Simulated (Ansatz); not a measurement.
`NCB(N)O` + CH₃OH → `COB(N)O` + CH₃NH₂  (ligand exchange at a B–C bond)

Program: Ansatz. Geometries: PBE0-D4/def2-TZVP. ΔE: electronic, gas phase. CCSD(T)/CBS adds triple-zeta CCSD(T) − MP2 to the extrapolated MP2 energy (def2 sets, frozen cores). This one scheme is used for every species. Functionals use def2-TZVPP. B3LYP here is the variant with VWN-RPA as its local correlation; programs differ in this. One conformer a species, not always the lowest.

Question: Is it downhill or uphill in electronic energy at CCSD(T)/CBS, and by how much? (Best estimate.)

Answer: Ansatz gave: Downhill: ΔE = -1.10 eV.

Question: What do these levels give: PBE-D4, r2SCAN-D4, PBE0-D4, ωB97M-V, PBE, B3LYP, HF/def2-TZVPP, CCSD/def2-TZVPP, CCSD(T)/def2-TZVPP, HF/def2-QZVPP, SCS-MP2/def2-QZVPP, CCSD/CBS(def2)? (An estimate is asked.)

Answer: The calculation gave: PBE-D4 -1.01, r2SCAN-D4 -1.13, PBE0-D4 -1.06, ωB97M-V -1.10, PBE -1.02, B3LYP -1.15, HF/def2-TZVPP -1.33, CCSD/def2-TZVPP -1.14, CCSD(T)/def2-TZVPP -1.11, HF/def2-QZVPP -1.34, SCS-MP2/def2-QZVPP -1.14, CCSD/CBS(def2) -1.13 eV.

Largest T1 diagnostic among the species: 0.011.

In def2-TZVPP, CCSD(T) changes the Hartree–Fock value by +0.22 eV (the triples alone add +0.03 eV) and MP2 by +0.22 eV. From PBE to PBE0 (25 % exact exchange), in def2-TZVPP and without D4, ΔE moves by −0.05 eV.
